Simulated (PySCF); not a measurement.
A calculated (PBE0, PySCF 2.14, aug-cc-pwCVTZ-DK, scalar relativity by spin-free X2C-1e) atom or ion has these occupied shells.

```csv
shell,electrons,orbital energy (eV),"rms radius, mean of both spins (bohr)"
1s α,1,-23089.7,0.0375
1s β,1,-23089.6,0.0375
2s α,1,-3373.5,0.154
2s β,1,-3372.9,0.154
2p α,3,-3023.6,0.137
2p β,3,-3023.1,0.137
3s α,1,-616.26,0.417
3s β,1,-615.92,0.417
3p α,3,-500.24,0.420
3p β,3,-499.86,0.420
3d α,5,-314.35,0.404
3d β,5,-313.70,0.404
4s α,1,-93.680,1.04
4s β,1,-90.686,1.04
4p α,3,-60.332,1.15
4p β,3,-56.928,1.15
4d α,5,-12.853,1.64
4d β,2,-10.683,1.64
5s α,1,-7.747,3.22
5p α,1,-3.220,4.45
```

**Question.** Name the element and its charge.

**Answer.** Rh (rhodium, neutral), in [Kr] 4d7 5s1 5p1, one real determinant (an excited configuration).
